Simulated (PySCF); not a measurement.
**Electron correlation in Tl⁺ (thallium, charge +1)**

[Xe] 4f14 5d10 6s1 6p1, high-spin 3P determinant (an excited configuration). Computed with PySCF 2.14 in aug-cc-pwCVTZ-PP with ECP60MDF, with a scalar-relativistic core potential. Frozen: 5s2 5p6 5d10; 2 electrons correlated.

With two correlated electrons CCSD is exact within the correlated space (frozen core and kept virtual orbitals).

```tsv
level	correlation energy (mhartree)
CCSD	-3.19
```

Diagnostics: T1 = 0.0026, D1 = 0.0039, largest double amplitude 0.025.

Spin-orbit coupling, absent here, splits the open shell strongly.

Cost of the coupled-cluster step: about 12 core-seconds, for 2 correlated electrons.
